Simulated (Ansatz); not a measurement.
Relaxation of GaH3O (5 atoms, charge 0, multiplicity 1), to a largest force component of 0.03 eV/Å in at most 50 steps.

Theory: RKS PBE/def2-SVP (Ansatz).

```xyz
5
Properties=species:S:1:pos:R:3
Ga -0.315 -0.502 -0.897
O 1.246 0.335 1.496
H 0.988 -0.447 2.024
H 1.829 -0.082 0.810
H -1.702 0.415 -0.606
```

Problem. Where does it end, and by what steps?

Solution. The run converged. After 22 steps the energy has fallen by 0.247 eV; H5 moved furthest, 1.23 Å.

| step | energy less start (eV) | largest force component (eV/Å) | accepted |
| --- | --- | --- | --- |
| 0 | 0.0000 | 0.678 | yes |
| 1 | -0.0409 | 1.456 | yes |
| 2 | -0.1103 | 0.815 | yes |
| 3 | -0.1418 | 0.264 | yes |
| 4 | -0.1701 | 0.226 | yes |
| 5 | -0.1861 | 0.337 | yes |
| 6 | -0.1301 | 1.571 | no |
| 7 | -0.2082 | 0.197 | yes |
| 8 | -0.2216 | 0.115 | yes |
| 9 | -0.2246 | 0.252 | yes |
| 10 | -0.2268 | 0.048 | yes |
| 11 | -0.2276 | 0.116 | yes |
| 12 | -0.2280 | 0.138 | yes |
| 13 | -0.2286 | 0.102 | yes |
| 14 | -0.2300 | 0.100 | yes |
| 15 | -0.2213 | 0.730 | no |
| 16 | -0.2332 | 0.093 | yes |
| 17 | -0.2365 | 0.292 | yes |
| 18 | -0.2436 | 0.030 | yes |
| 19 | -0.2440 | 0.060 | yes |
| 20 | -0.2235 | 0.394 | no |
| 21 | -0.2463 | 0.115 | yes |
| 22 | -0.2471 | 0.010 | yes |

```xyz
5
Properties=species:S:1:pos:R:3
Ga -0.093 -0.105 -1.023
O 1.233 0.281 0.951
H 0.314 0.123 1.295
H 1.748 -0.500 1.229
H -1.157 -0.080 0.377
```

Whether the end is a true minimum wasn't checked by a vibrational analysis.

The run took 26 s on 1 thread of Arm Neoverse V1, on a shared host, peak memory 0.11 GiB.
